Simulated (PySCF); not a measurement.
PbS, SMILES [S]=[Pb] (connectivity only; charge and spin as stated), neutral, multiplicity 1.

Coordinates come from a B3LYP-D3(BJ)/def2-TZVP optimisation. The def2 effective core potentials stand for the cores of Pb; spin–orbit coupling is left out.

These are PySCF with M06-2X/def2-TZVPD values and carry that method's errors.

The molecule is in vacuum.

The total energy is -590.97326 hartree and the point group is C∞v. The highest occupied level is -7.81 eV, the lowest empty level is -1.70 eV and the orbital gap is 6.11 eV. The dipole moment comes out as 4.80 D and the quadrupole, principal values (traceless, Buckingham form, about the centre of nuclear charge) comes out as -8.75, 4.37, 4.37 D·Å. The mean static polarisability comes out as 67.5 bohr³ (10.00 Å³) and the polarisability, principal values comes out as 52.4, 52.4, 97.7 bohr³.
